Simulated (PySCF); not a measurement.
CH3S (SMILES [CH2]S), doublet, geometry from GFN2-xTB. Base run: HF/STO-3G in PySCF.

Input for PySCF:
```python
from pyscf import gto, scf

mol = gto.M(
    atom='''
C    -1.021466    0.467068    0.140557
S     0.490583   -0.307596   -0.060362
H    -1.878390   -0.165556    0.030067
H    -1.101559    1.518340   -0.043332
H     1.259417    0.766349    0.135711
''',
    basis='sto-3g',
    charge=0,
    spin=1,
    verbose=4,
)

mf = scf.UHF(mol)
mf.kernel()
mo_i, mo_e, stable_i, stable_e = mf.stability(internal=True, external=True, return_status=True, nroots=6, tol=1e-6)
print('internally stable:', stable_i, ' externally stable:', stable_e)
if not stable_i:
    umf = mf.copy()
    umf.scf_summary = {}
    umf.kernel(umf.make_rdm1(mo_i, mf.mo_occ))
mf.analyze()
```

The bond that is stretched is that between atoms 3 and 1. A test that says stable can miss a lower solution.

Variants of this job, named by their change:

| change | ΔE vs base (mEh) | <S^2> | E after following the instability (Eh) | <S^2> there | stability test says |
|---|---|---|---|---|---|
| base | 0.000 | 0.763 | - | - | stable |
| bond × 1.25 | 39.570 | 0.777 | - | - | stable |
| bond × 1.5 | 109.0 | 1.028 | - | - | stable |
| bond × 1.8 | 217.7 | 0.765 | -432.07272 | 1.35 | internal instability |
| bond × 2.2 | 219.0 | 0.752 | -432.06375 | 1.45 | internal instability |
| bond × 3.0 | 216.2 | 0.750 | -432.06285 | 1.47 | internal instability |

On stretching, the SCF can end on different states; <S^2> shows the spin contamination of each.
